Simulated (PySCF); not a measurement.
Compound: C2H10OPSi3 (doublet state).
Z-matrix (Å and degrees, GFN2-xTB geometry), rows numbered from 1:
```
C 
C   1  1.3224
Si  2  1.8940  1  123.62
Si  3  2.3597  2  107.82  1    69.75
P   3  2.2164  2  104.34  1  -170.45
Si  3  2.3544  2  108.89  1   -51.93
O   6  1.6254  3  108.74  2  -143.37
H   1  1.0796  2  121.44  3     1.02
H   1  1.0798  2  123.01  3  -178.95
H   2  1.0831  1  118.70  3   178.95
H   4  1.4632  3  111.02  2    11.54
H   4  1.4639  3  113.06  2   132.61
H   4  1.4659  3  110.01  2  -107.70
H   5  1.3901  3   93.37  2  -178.81
H   6  1.4587  3  113.36  2   106.44
H   6  1.4665  3  113.03  2   -20.85
H   7  0.9532  6  122.87  3    57.23
```

The hyperfine couplings belong to this conformer and change with its torsions.

The species is `C(=C)[Si@@]([PH])([SiH2]O)[SiH3]` [radical].

The calculation used PySCF 2.14.0, UKS B3LYP, pcH-1 on C H O P Si, non-relativistic, mean-field spin-orbit, GIAO. The structure is a single GFN2-xTB conformer in the gas phase; no vibrational or solvent corrections. GFN2-xTB frequencies show an imaginary mode (42i cm⁻¹), so this geometry is no minimum at that level. The geometry wasn't refined by DFT: couplings that depend on bond lengths, twists or pyramidal angles can differ widely from those at the functional's own minimum, by a factor of two or more for some ions and for spin on atoms past the first row. Stability of the SCF solution: not tested.

(1) What is the g tensor, term by term?

(2) Average each term over the three axes. Which is largest in size?

(3) What are the electron Larmor frequencies g μB B/h along the three axes at 3350 mT?

(4) In a frozen sample, at which fields do the three g values resonate at 9.5, 34, 94 and 263 GHz (hyperfine left aside), and which band first spreads them over more than twice a line width of 1.0 mT?

Answers

(1) 
```json
{"Δg (ppt)": "relativistic mass correction", "1": "-0.16", "2": "-0.16", "3": "-0.16"}
{"Δg (ppt)": "gauge correction", "1": "-0.01", "2": "0.03", "3": "0.02"}
{"Δg (ppt)": "orbital Zeeman/spin–orbit", "1": "-0.02", "2": "7.44", "3": "22.54"}
{"Δg (ppt)": "total", "1": "-0.19", "2": "7.31", "3": "22.40"}
```

So g = 2.00213, 2.00963, 2.02472 and g_iso = 2.01216; the tensor is rhombic: the two nearest values differ by 33 % of g3 − g1. 

(2) The orbital-Zeeman/spin–orbit term 9.98, the mass correction -0.16 and the gauge correction 0.02 ppt, for a total of 9.84 ppt. The orbital-Zeeman/spin–orbit term is the largest in size. The mass correction is the same along every axis, so the anisotropy comes from the other two: their spans along these axes are 0.04 (gauge) and 22.56 ppt (orbital Zeeman/spin–orbit).

(3) 93.8746, 94.2262, 94.9340 GHz for g1, g2 and g3, a range of 1059.4 MHz.

(4) 
```tsv
band	GHz	B(g3) mT	B(g2) mT	B(g1) mT	spread mT
X	9.5	335.23	337.75	339.02	3.78
Q	34.0	1199.78	1208.79	1213.32	13.54
W	94.0	3317.04	3341.96	3354.48	37.43
J	263.0	9280.66	9350.37	9385.40	104.73
```

The spread grows in proportion to the frequency. X band is the first where it exceeds 2.0 mT.

The largest Mulliken spin population is on P5 (+0.95).

The HOMO–LUMO gaps are 5.41 eV among the α and 3.37 eV among the β orbitals.

Time: 3.0 min wall (grids of density and orbitals included); peak memory 1.1 GiB. Hardware: one thread, Arm Neoverse V2 (aarch64), no GPU (shared host).
